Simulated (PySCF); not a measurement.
Species: C6H10BPS.
Numbering: `[CH3:1][B:2]([CH3:3])[PH:4][c:5]1[cH:6][cH:7][s:8][cH:9]1` (hydrogens: H10, H11, H12 on C1; H13, H14, H15 on C3; H16 on P4; H17 on C6; H18 on C7; H19 on C9)

Level: PBE0/pcSseg-1 in PySCF, non-relativistic, on one gas-phase PBE0-D3(BJ)/def2-SVP geometry that isn't relaxed in the solvent. The solvent is an IEF-PCM continuum (Bondi radii, 1.10 Å for H, scaled by 1.2). The model holds no explicit solvent molecules, cavitation or dispersion.

Gas phase at PBE0/pcSseg-1: HOMO -6.30 eV, LUMO -0.94 eV, dipole 1.18 D.

Q: What does the continuum do to the energy, the frontier levels and the dipole at PBE0/pcSseg-1 in chloroform?

A: 
| solvent | ε | E(solvent) − E(gas) (kcal/mol) | polarisation term (kcal/mol) | distortion of the solute (kcal/mol) | HOMO (eV) | LUMO (eV) | dipole (D) |
| --- | --- | --- | --- | --- | --- | --- | --- |
| chloroform | 4.711 | -2.96 | -3.23 | 0.27 | -6.31 | -0.87 | 1.48 |

The polarisation term is half the interaction of the solute with the surface charges that it induces; the rest is the cost of distorting the solute's density. The sum is the electrostatic part of solvation alone.

Q: Which radius a makes the point-dipole formula ΔE = −[(ε − 1)/(2ε + 1)]·μ²/a³ give the value in chloroform, with the gas-phase dipole?

A: μ = 0.466 au and |ΔE| = 0.00472 Eh give a = 1.34 Å; the farthest nucleus lies 4.30 Å from the centroid of the nuclei, so such a sphere wouldn't even hold the nuclei. The formula assumes a rigid point dipole at the centre of a sphere.

Q: Which Mulliken charges (PBE0/pcSseg-1) respond most in chloroform (means over atoms taken as equivalent)?

A: 
| atoms | environment | gas (e) | solvent (e) | change |
| --- | --- | --- | --- | --- |
| P4 | three-coordinate phosphorus | +0.152 | +0.108 | -0.044 |
| H16 | P–H hydrogen | +0.052 | +0.070 | +0.018 |
| H19 | aromatic hydrogen | +0.129 | +0.144 | +0.015 |
| H18 | aromatic hydrogen | +0.140 | +0.155 | +0.015 |
| S8 | thiophene-type sulfur | +0.259 | +0.244 | -0.015 |
| B2 | three-coordinate boron | +0.270 | +0.283 | +0.013 |
| H17 | aromatic hydrogen | +0.095 | +0.107 | +0.012 |
| C1/C3 | sp3 carbon bound to boron | -0.509 | -0.518 | -0.009 |
| C5 | substituted aromatic carbon | -0.359 | -0.366 | -0.007 |
| C6 | aromatic CH carbon | -0.039 | -0.047 | -0.008 |
| C7 | aromatic CH next to a ring sulfur | -0.271 | -0.276 | -0.005 |
| H10 (×6) | methyl hydrogen | +0.139 | +0.144 | +0.005 |

Q: Which Mayer bond orders change most in chloroform?

A: 
| bond | length (Å) | gas | solvent | change |
| --- | --- | --- | --- | --- |
| B2–P4 | 1.907 | 1.088 | 1.071 | -0.017 |
| C5–C6 | 1.432 | 1.243 | 1.235 | -0.008 |
| C7–S8 | 1.716 | 1.180 | 1.172 | -0.008 |
| P4–C5 | 1.822 | 0.952 | 0.946 | -0.006 |
| C1–B2 | 1.571 | 1.059 | 1.064 | +0.005 |
| S8–C9 | 1.719 | 1.174 | 1.169 | -0.005 |
| C1–H10 | 1.107 | 0.931 | 0.928 | -0.003 |
| C3–H13 | 1.106 | 0.929 | 0.926 | -0.003 |

Hardware: AMD EPYC 9R14, one thread, shared host. Cost: 30 s wall, 1.3 GiB resident at most. This is the whole shielding run at PBE0/pcSseg-1 in chloroform, SCF included.

Conformer computed: `[CH3:1][B:2]([CH3:3])[PH:4][c:5]1[cH:6][cH:7][s:8][cH:9]1`: C1–B2–P4–C5 149°, B2–P4–C5–C6 80°.
